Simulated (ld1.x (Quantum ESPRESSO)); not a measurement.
**Ce: PAW pseudisation with LDA (PZ), scalar-relativistic reference atom.**

Input for ld1.x (Quantum ESPRESSO) 7.5:

```
&input
   title='Ce', zed=58., rel=1, dft='PZ', iswitch=3,
   config='[Xe] 4f1 5d1 6s1 6p0',
   nld=4, rlderiv=4.05, eminld=-5.0, emaxld=5.0, deld=0.02
 /
 &inputp
   pseudotype=3, lpaw=.true., tm=.true., lloc=-2, rcloc=1.75,
   nlcc=.true., new_core_ps=.true., rcore=0.45,
   which_augfun='BESSEL', rmatch_augfun=0.80,
   file_pseudopw='Ce.UPF', file_wfcaegen='ae.wfc', file_wfcncgen='nc.wfc', file_beta='beta', file_chi='chi', file_wfcusgen='us.wfc'
 /
8
5S  1  0   2.00   0.00  1.90  2.25  0.0
6S  2  0   1.00   0.00  1.90  2.25  0.0
5P  2  1   6.00   0.00  3.15  3.70  0.0
6P  3  1   0.00   0.00  3.15  3.70  0.0
5D  3  2   1.00   0.00  2.70  3.75  0.0
5D  3  2   0.00   0.65  2.70  3.75  0.0
4F  4  3   1.00   0.00  0.75  1.00  0.0
4F  4  3   0.00   2.55  0.75  1.00  0.0
 &test
   configts(1)='4f1 5s2 5p6 5d1 6s1 6p0'
 /
```

Command:

```bash
ld1.x < Ce.in > Ce.out
```

The program printed (shortened: banner, matrices, multipoles, cross overlaps and the repeated all-electron block are left out):

```
Program LD1 v.7.5
     --------------------------- All-electron run ----------------------------

     Ce
     scalar relativistic calculation

     atomic number is 58.00
     dft =PZ   lsd =0 sic =0 latt =0  beta=0.20 tr2=1.0E-14
     Exchange-correlation= PZ
                           (   1   1   0   0   0   0   0)
     mesh =1255 r(mesh) = 100.94310 a.u. xmin = -7.00 dx = 0.01250
     1 Ry =  13.60569312 eV, c = 137.03599908

     n l     nl                  e(Ry)          e(Ha)          e(eV)
     1 0     1S 1( 2.00)     -2957.2871     -1478.6436    -40235.9412
     2 0     2S 1( 2.00)      -473.9564      -236.9782     -6448.5052
     2 1     2P 1( 6.00)      -424.7323      -212.3661     -5778.7768
     3 0     3S 1( 2.00)      -102.3713       -51.1857     -1392.8325
     3 1     3P 1( 6.00)       -86.7150       -43.3575     -1179.8176
     4 0     4S 1( 2.00)       -21.0375       -10.5187      -286.2296
     4 1     4P 1( 6.00)       -15.9222        -7.9611      -216.6330
     3 2     3D 1(10.00)       -64.4167       -32.2083      -876.4333
     5 0     5S 1( 2.00)        -3.4326        -1.7163       -46.7023
     5 1     5P 1( 6.00)        -2.1500        -1.0750       -29.2529
     4 2     4D 1(10.00)        -8.5582        -4.2791      -116.4408
     4 3     4F 1( 1.00)        -0.8521        -0.4260       -11.5929
     5 2     5D 1( 1.00)        -0.6434        -0.3217        -8.7537
     6 0     6S 1( 1.00)        -0.6433        -0.3217        -8.7530
     6 1     6P 1( 0.00)        -0.4127        -0.2064        -5.6154

     final scf error:  9.9E-15 reached in  31 iterations

     Etot =  -17707.315125 Ry,   -8853.657562 Ha, -240920.295617 eV

     Ekin =   18764.359127 Ry,    9382.179564 Ha,  255302.111938 eV
     Encl =  -42881.200731 Ry,  -21440.600365 Ha, -583428.457887 eV
     Eh   =    6814.414393 Ry,    3407.207196 Ha,   92714.831043 eV
     Exc  =    -404.887914 Ry,    -202.443957 Ha,   -5508.780712 eV

     normalization and overlap integrals

     s(1S/1S) =  1.000000  <r> =   0.0246  <r2> =    0.0008  r(max) =   0.0158
     s(2S/2S) =  1.000000  <r> =   0.1053  <r2> =    0.0131  r(max) =   0.0887
     s(2P/2P) =  1.000000  <r> =   0.0924  <r2> =    0.0104  r(max) =   0.0717
     s(3S/3S) =  1.000000  <r> =   0.2790  <r2> =    0.0889  r(max) =   0.2534
     s(3P/3P) =  1.000000  <r> =   0.2770  <r2> =    0.0889  r(max) =   0.2502
     s(4S/4S) =  1.000000  <r> =   0.6377  <r2> =    0.4588  r(max) =   0.5928
     s(4P/4P) =  1.000000  <r> =   0.6752  <r2> =    0.5185  r(max) =   0.6154
     s(3D/3D) =  1.000000  <r> =   0.2537  <r2> =    0.0759  r(max) =   0.2049
     s(5S/5S) =  1.000000  <r> =   1.5139  <r2> =    2.5757  r(max) =   1.3697
     s(5P/5P) =  1.000000  <r> =   1.7552  <r2> =    3.4911  r(max) =   1.5327
     s(4D/4D) =  1.000000  <r> =   0.7447  <r2> =    0.6433  r(max) =   0.6551
     s(4F/4F) =  1.000000  <r> =   1.0948  <r2> =    1.5814  r(max) =   0.7061
     s(5D/5D) =  1.000000  <r> =   2.7227  <r2> =    8.7036  r(max) =   2.1480
     s(6S/6S) =  1.000000  <r> =   3.9388  <r2> =   17.3689  r(max) =   3.4975
     s(6P/6P) =  1.000000  <r> =   4.8927  <r2> =   26.8300  r(max) =   4.3800

     ------------------------ End of All-electron run ------------------------

     --------------------- Generating PAW atomic setup --------------------

      Generating local potential from pseudized AE potential:
      Matching radius rcloc =   1.7500
      Enforcing V''(0)=0 (lloc=-2)

      Local pseudo, rcloc= 1.759 Estimated cut-off energy=    10.19 Ry

      Computing core charge for nlcc:

       r > 0.45 : true rho core
      Core charge pseudized with two Bessel functions
      Integrated core pseudo-charge :  28.02
      Wfc-us  5S rcutus= 2.258  Estimated cut-off energy=    10.64 Ry
      Wfc-us  6S rcutus= 2.258  Estimated cut-off energy=    21.06 Ry
      Wfc-us  5P rcutus= 3.723  Estimated cut-off energy=     6.52 Ry
      Wfc-us  6P rcutus= 3.723  Estimated cut-off energy=     5.14 Ry
      Wfc-us  5D rcutus= 3.723  Estimated cut-off energy=     8.51 Ry
      Wfc-us  5D rcutus= 3.723  Estimated cut-off energy=     7.42 Ry
      Wfc-us  4F rcutus= 0.990  Estimated cut-off energy=   158.13 Ry
      Wfc-us  4F rcutus= 0.990  Estimated cut-off energy=   177.71 Ry

     Required augmentation: BESSEL   radius:    0.800000
     Suggested rho cutoff for augmentation: 241.46 Ry

     Estimated PAW energy = -467.913245 Ryd

     ------------------- End of pseudopotential generation -------------------

     Computing logarithmic derivative in   4.03831

       Warning: n=3, l=1 expected 1 nodes, found 0
       Setting wfc to zero for this iteration
       (This warning will only be printed once per wavefunction)

     Computing logarithmic derivative in   4.03831
     Computing the partial wave expansion
     R is outside the sphere for l=    0 j= 0.00
     R is outside the sphere for l=    0 j= 0.00
     R is outside the sphere for l=    1 j= 0.00
     R is outside the sphere for l=    1 j= 0.00
     R is outside the sphere for l=    2 j= 0.00
     R is outside the sphere for l=    2 j= 0.00
     R is outside the sphere for l=    3 j= 0.00
     R is outside the sphere for l=    3 j= 0.00

     ---------------------- Testing the pseudopotential ----------------------

     Ce
     scalar relativistic calculation

     atomic number is 58.00   valence charge is 12.00
     dft = SLA  PZ   NOGX NOGC   lsd =0 sic =0 latt =0  beta=0.20 tr2=1.0E-14
     mesh =1255 r(mesh) = 100.94310 xmin = -7.00 dx = 0.01250

     n l     nl             e AE (Ry)        e PS (Ry)    De AE-PS (Ry)
     4 3     4F   1( 1.00)       -0.85206       -0.85204       -0.00002
     1 0     5S   1( 2.00)       -3.43255       -3.43264        0.00009
     2 1     5P   1( 6.00)       -2.15005       -2.14998       -0.00007
     3 2     5D   1( 1.00)       -0.64338       -0.64336       -0.00002
     2 0     6S   1( 1.00)       -0.64334       -0.64335        0.00001
     3 1     6P   1( 0.00)       -0.41272       -0.13449       -0.27823  !

     eps = 1.8E-15  iter =  7

     Etot =  -17707.315125 Ry,   -8853.657562 Ha, -240920.295617 eV
     Etotps =  -467.913242 Ry,    -233.956621 Ha,   -6366.283984 eV

     Ekin =     139.761109 Ry,      69.880555 Ha,    1901.546761 eV
     Encl =    -260.887534 Ry,    -130.443767 Ha,   -3549.555726 eV
     Ehrt =      58.101274 Ry,      29.050637 Ha,     790.508110 eV
     Ecxc =    -404.888092 Ry,    -202.444046 Ha,   -5508.783129 eV
     (Ecc =    -100.383845 Ry,     -50.191923 Ha,   -1365.791795 eV)

     ---------------------- End of pseudopotential test ----------------------
```

Generation and configuration tests took about 1.7 s on one core of a shared server CPU.

Transferability test of the new file with ld1.x, input:

```
&input
   title='Ce', zed=58., rel=1, dft='PZ', iswitch=2,
   config='[Xe] 4f1 5d1 6s1 6p0'
 /
 &test
   file_pseudo='Ce.UPF', nconf=10,
   configts(1)='4f1 5s2 5p6 5d1 6s1 6p0',
   configts(2)='4f1 5s2 5p6 5d1 6s2 6p0',
   configts(3)='4f1 5s2 5p6 5d1 6s0 6p0',
   configts(4)='4f1 5s2 5p6 5d0 6s0 6p0',
   configts(5)='4f1 5s2 5p5 5d1 6s2 6p0',
   configts(6)='4f2 5s2 5p6 5d0 6s2 6p0',
   configts(7)='4f0 5s2 5p6 5d0 6s0 6p0',
   configts(8)='4f1 5s2 5p6 5d0 6s2 6p0',
   configts(9)='4f1 5s2 5p6 5d1 6s1 6p0', lsdts(9)=1,
   configts(10)='4f1 5s2 5p6 5d1 6s2 6p0', lsdts(10)=1
 /
```

```bash
ld1.x < Ce.test.in > Ce.test.out
```

Pseudopotential blocks of its output, shortened (energy terms left out; the distinct warnings before each block abridged to one line each):

```
     Warning: n=3, l=1 expected 1 nodes, found 0
     ---------------------- Testing the pseudopotential ----------------------

     n l     nl             e AE (Ry)        e PS (Ry)    De AE-PS (Ry)
     4 3     4F   1( 1.00)       -0.85206       -0.85204       -0.00002
     1 0     5S   1( 2.00)       -3.43255       -3.43264        0.00009
     2 1     5P   1( 6.00)       -2.15005       -2.14998       -0.00007
     3 2     5D   1( 1.00)       -0.64338       -0.64336       -0.00002
     2 0     6S   1( 1.00)       -0.64334       -0.64335        0.00001
     3 1     6P   1( 0.00)       -0.41272       -0.13449       -0.27823  !

     eps = 3.2E-15  iter =  7

     Etot =  -17707.315127 Ry,   -8853.657563 Ha, -240920.295644 eV
     Etotps =  -467.913242 Ry,    -233.956621 Ha,   -6366.283983 eV

     ---------------------- End of pseudopotential test ----------------------
```

The test run then stopped with an error in new_paw_hamiltonian: “negative rho”.
